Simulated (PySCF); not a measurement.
**Ionising BeGe**

PBE; Be pcseg-1, Ge pcseg-1; no relativity (PySCF 2.14). Neutral (UKS): triplet (π ↑↑), Re = 2.174 Å, ωe = 515 cm⁻¹, De = 1.65 eV, HOMO -4.68 eV, LUMO -3.86 eV.

BeGe⁺ (UKS): doublet (π ↑), Re = 2.363 Å, ωe = 405 cm⁻¹, De = 2.06 eV to Be + Ge⁺. The energies at the minima are -2091.06288 hartree for BeGe and -2090.78638 for BeGe⁺.

(1) Work out the adiabatic ionisation energy, without and with harmonic zero-point energies (1 hartree = 27.2114 eV, 1 eV = 8065.5 cm⁻¹), and the change of the bond length.

Spin–orbit coupling is left out. For an ion De counts to the pair picked by the measured ionisation energies or electron affinities, which need not be the lowest pair at this level. States were picked by a PBE0 search and need not be the measured ground states.

## Answers

(1) At PBE: 0.27650 hartree = 7.524 eV between the minima; the zero-point term (405.0 − 515.0)/2 cm⁻¹ = -0.007 eV makes it 7.517 eV. Re changes by +18.9 pm against the neutral. The electron leaves a π orbital, and the longer bond of the ion fits a bonding orbital, or a change in how ionic the bond is.
